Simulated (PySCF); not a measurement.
Correlation energy of Ar⁺ (argon, charge +1)

[Ne] 3s2 3p5, 2P determinant. All numbers are calculated (PySCF 2.14, the non-relativistic Hamiltonian (point nucleus), in cc-pV(T+d)Z (5s4p3d1f, 39 functions)). Frozen: [Ne]; 7 electrons correlated.

MP2 pair energies summed by pair of shells (mhartree):

```tsv
pair	energy	share (%)
3p-3p	-104.95	63.2
3s-3p	-51.95	31.3
3s-3s	-9.28	5.6
```

Total MP2 correlation energy: -166.19 mhartree.

Same-spin part -38.41 and opposite-spin part -127.78 mhartree; SCS-MP2 scales them by 1/3 and 6/5 to -166.14 mhartree.

| level | correlation energy (mhartree) |
| --- | --- |
| CCSD | -191.37 |
| (T) | -5.33 |
| CCSD(T) | -196.70 |

Diagnostics: T1 = 0.0065, D1 = 0.0221, largest double amplitude 0.054.

Cost of the coupled-cluster step: 1 s of wall time on 1 thread of Neoverse-N1 (shared host), for 7 correlated electrons.
